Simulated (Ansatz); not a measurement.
Job for Ansatz (a program for electronic structure): U-r2SCAN/cc-pV(T+d)Z on CH4OSi (SMILES CO[SiH]), a point of a bond scan (R = 2.092 Å). Files ending in .json are basis or fitting sets from the Basis Set Exchange.

Ansatz 0.2 input:
```yaml
crystal:
  periodic: [false, false, false]
  atoms:
    - {symbol: Si, position_ang: [-0.40795220, -0.67898645, 0.91806636]}
    - {symbol: H, position_ang: [-1.62604065, -1.36675047, -0.63703672]}
    - {symbol: O, position_ang: [0.45056196, 0.41925112, 0.04651040]}
    - {symbol: C, position_ang: [0.38283843, 0.78205128, -1.32615327]}
    - {symbol: H, position_ang: [0.15320104, 1.84590433, -1.40103075]}
    - {symbol: H, position_ang: [1.35331237, 0.59928607, -1.78972690]}
    - {symbol: H, position_ang: [-0.38646891, 0.20274464, -1.84347312]}
basis:
  gaussian:
    orbitals: cc-pV_T+d_Z.json
hamiltonian:
  xc: {name: r2SCAN}
magnetization: {spin_polarized: true, initial_magnetization: 0}
```

Program output:

```
WARN ansatz: RAYON_NUM_THREADS=1 ignored (pool sized by the plan → 1); use --threads N
Functional definition: r2SCAN
integrals: 0.06 GiB planned
869 factors; their error is unknown
mean field: 0.65 GiB planned
mean field evaluation 1: about -11017.8753 eV, gradient 3.9e1 eV
mean field evaluation 2: about -10968.5523 eV, gradient 1.1e2 eV
mean field evaluation 4: about -11023.8918 eV, gradient 8.6e0 eV
mean field evaluation 8: about -11024.2212 eV, gradient 2.2e-1 eV
mean field evaluation 16: about -11024.2004 eV, gradient 6.3e-5 eV
mean field -11024.20044262 eV, -405.1318937949 hartree, gradient 1.7e-5 eV, S^2 0.000000; 1 other end points of the search recorded, 0 dependent functions left out
reference -11024.20045469 eV, -405.1318942382 hartree; 16, 16 occupied and 139, 139 virtual orbitals, 869 factors
Total energy: -11024.20045469 eV, -405.1318942382 hartree
```

The run converged.

Cost: very roughly 7 core-seconds.
